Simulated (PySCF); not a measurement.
C6H9NSi (charge +1 and doublet state).
Numbering: `[CH2+:1][CH:2][C:3]1=[N:4][CH2:5][C:6]([SiH3:7])=[CH:8]1` (hydrogens: H9, H10 on C1; H11 on C2; H12, H13 on C5; H14, H15, H16 on Si7; H17 on C8)

Geometry (GFN2-xTB, Å), atoms numbered from 1 in this order:
```
atom  x, y, z in Å
C1    -3.4260   -0.1817    0.3607
C2    -2.3666   -0.2811   -0.4515
C3    -1.0164   -0.1403    0.0262
N4    -0.7024    0.0858    1.2719
C5     0.6760    0.1360    1.4891
C6     1.2355    0.0290    0.0961
Si7    3.0968    0.2696   -0.2784
C8     0.1976   -0.1676   -0.7563
H9    -3.2988    0.0264    1.4121
H10   -4.4327   -0.3015   -0.0013
H11   -2.4826   -0.4698   -1.5098
H12    0.9969   -0.6982    2.1224
H13    0.9618    1.0569    2.0059
H14    3.7577   -0.7366    0.5509
H15    3.0573    0.0476   -1.7321
H16    3.4940    1.6320    0.0647
H17    0.2448   -0.2946   -1.8207
```

The hyperfine couplings belong to this conformer and change with its torsions.

Method: PySCF 2.14.0, UKS B3LYP, pcH-1 on C H N Si, non-relativistic, mean-field spin-orbit, GIAO. Isolated species at its GFN2-xTB geometry (one conformer only). The geometry wasn't refined by DFT: couplings that depend on bond lengths, twists or pyramidal angles can differ widely from those at the functional's own minimum, by a factor of two or more for some ions and for spin on atoms past the first row. No stability test was run, so a lower SCF solution isn't excluded.

Principal values of hyperfine tensors in MHz (contact, dipolar and spin–orbit terms together), for some of the nuclei:

```tsv
atom	isotope	A1	A2	A3
H12	1H	36.40	39.51	50.35
N4	14N	4.87	7.56	93.93
H14	1H	26.45	27.79	29.65
H16	1H	25.56	26.01	29.07
C5	13C	-23.29	-20.94	-13.23
Si7	29Si	9.09	13.93	14.61
H15	1H	10.78	11.67	14.39
C3	13C	-21.31	-10.51	-2.20
```

Question: Split each tensor into its isotropic and traceless parts, and turn a_iso into mT with g = 2.0045.

Answer: a_iso is a third of the trace, T = A − a_iso, and a(mT) = a(MHz)/(g × 13.996). The tensors hold a spin–orbit part: the run splits a_iso into a_FC + a_SO, and T includes its anisotropic share.

```csv
atom,a_iso (MHz),a_FC,a_SO,a_iso (mT),T1,T2,T3
H12,42.09,42.07,0.02,1.500,-5.69,-2.58,8.27
N4,35.45,35.21,0.24,1.264,-30.58,-27.90,58.48
H14,27.96,27.96,0.00,0.997,-1.51,-0.18,1.69
H16,26.88,26.88,0.00,0.958,-1.32,-0.87,2.19
C5,-19.16,-19.20,0.04,-0.683,-4.14,-1.79,5.93
Si7,12.54,12.55,0.00,0.447,-3.45,1.38,2.07
H15,12.28,12.28,0.00,0.438,-1.50,-0.61,2.11
C3,-11.34,-11.30,-0.04,-0.404,-9.97,0.83,9.14
```

Question: What spin density at the nucleus of N4 lies behind its contact coupling (g_N = 0.40376)?

Answer: a_FC = 800.24 MHz bohr³ × g_N × ρ(0)/(2S). With a_FC = 35.21 MHz and 2S = 1, ρ(0) = 0.109 bohr⁻³.

Question: C6 (13C, g_N = 1.40482) isn't in the table. Its spin density at the nucleus is 0.01123 bohr⁻³. What is its contact coupling?

Answer: By the same relation, a_FC = 12.62 MHz. The spin–orbit term adds -0.15 MHz. Its full tensor has the principal values -5.32, -4.70, 47.46 MHz.

Question: Name the largest traceless tensor T of the table and describe it.

Answer: N4: -30.6, -27.9, 58.5 MHz (the dipolar term alone has -30.3, -28.4, 58.7), nearly axial, close to the ratio −1:−1:+2, the form that spin in one p orbital centred on that nucleus gives.

Question: In a single crystal, with the field along each principal axis of the tensor of H14 in turn, what first-order splitting does this nucleus give (isotropic g, quadrupole terms neglected)?

Answer: 2 lines (I = 1/2), spaced by |A_i|/(g × 13.996): 0.94, 0.99, 1.06 mT along the axes of A1, A2 and A3.

Hardware: one thread of an Arm Neoverse V2, shared host. Cost: 2.2 min wall (grids of density and orbitals included), 0.97 GiB resident at most.

The SMILES draws the unpaired electron on C2; the largest computed Mulliken spin population is on N4 (0.60 against 0.08).
